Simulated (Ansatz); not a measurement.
Reaction (cleavage of the Si–Ge bond): `[OH][GeH]([SiH3])[SiH3]` + `OC1=CC1` → `[SiH3]OC1=CC1` + `[OH][GeH2][SiH3]`

Computed with Ansatz on PBE0-D4/def2-TZVP structures; ΔE is electronic, products minus reactants. CCSD(T)/CBS is the MP2 limit (def2-TZVPP, def2-QZVPP) plus CCSD(T) − MP2 in def2-TZVPP, frozen cores. DFT in def2-TZVPP. B3LYP here is the variant with VWN-RPA as its local correlation; programs differ in this. For Ge outer-core shells are correlated without core-valence functions, which leaves a few kJ/mol of doubt a bond. Scalar relativity is left out up to krypton. One conformer a species, not always the lowest.

`[OH][GeH]([SiH3])[SiH3]`:

Cartesian coordinates in Å:
```
O 0.325 1.635 1.373
Ge 0.332 0.641 -0.127
Si 1.693 -1.235 0.420
Si -1.917 0.070 -0.711
H -0.125 2.474 1.250
H 0.965 1.477 -1.269
H 1.771 -2.126 -0.769
H 1.080 -1.986 1.546
H 3.063 -0.801 0.796
H -2.741 1.304 -0.830
H -2.510 -0.805 0.334
H -1.936 -0.648 -2.014
```

`OC1=CC1`:

```xyz
8

O     0.382    1.802   -0.171
C     0.040    0.557    0.137
C    -0.456   -0.264    0.993
C     0.000   -0.834   -0.350
H     0.751    1.808   -1.060
H    -0.891   -0.512    1.942
H     0.921   -1.422   -0.401
H    -0.747   -1.134   -1.090
```

`[SiH3]OC1=CC1`:

Z-matrix (Å, degrees):
```
Si
O 1 1.672
H 1 1.478 2 104.4
H 1 1.483 2 110.2 3 119.3
H 1 1.483 2 110.2 3 -119.3
C 2 1.324 1 121.2 3 -180.0
C 6 1.481 2 144.1 1 0.0
C 6 1.285 2 149.2 1 -180.0
H 7 1.093 6 120.2 2 -75.1
H 7 1.093 6 120.2 2 75.1
H 8 1.074 6 153.2 2 -0.0
```

`[OH][GeH2][SiH3]`:

Z-matrix (Å, degrees):
```
Ge
Si 1 2.389
O 1 1.791 2 109.9
H 1 1.536 2 113.0 3 115.2
H 1 1.546 2 111.3 3 -121.0
H 2 1.488 1 110.2 3 177.8
H 2 1.488 1 109.3 3 58.3
H 2 1.486 1 110.4 3 -61.5
H 3 0.960 1 112.4 2 -65.1
```

(1) Is it downhill or uphill in electronic energy at CCSD(T)/CBS, and by how much? (Best estimate.)

(2) What do these levels give: PBE-D4, r2SCAN-D4, PBE0-D4, B3LYP-D4, PBE, r2SCAN, PBE0, B3LYP, HF/def2-TZVPP, MP2/def2-TZVPP, CCSD/def2-TZVPP, SCS-MP2/def2-QZVPP? (Best estimate.)

Largest T1 diagnostic among the species: 0.013.

Results:

(1) The calculation gave: Downhill: ΔE = -15.2 kcal/mol.

(2) Computed: PBE-D4 -10.0, r2SCAN-D4 -13.9, PBE0-D4 -11.5, B3LYP-D4 -15.1, PBE -10.2, r2SCAN -13.9, PBE0 -11.7, B3LYP -15.3, HF/def2-TZVPP -20.8, MP2/def2-TZVPP -16.9, CCSD/def2-TZVPP -16.2, SCS-MP2/def2-QZVPP -18.1 kcal/mol.

From PBE to PBE0 (25 % exact exchange), in def2-TZVPP and without D4, ΔE moves by −1.5 kcal/mol. In def2-TZVPP, CCSD(T) changes the Hartree–Fock value by +5.1 kcal/mol (the triples alone add +0.6 kcal/mol) and MP2 by +3.9 kcal/mol.
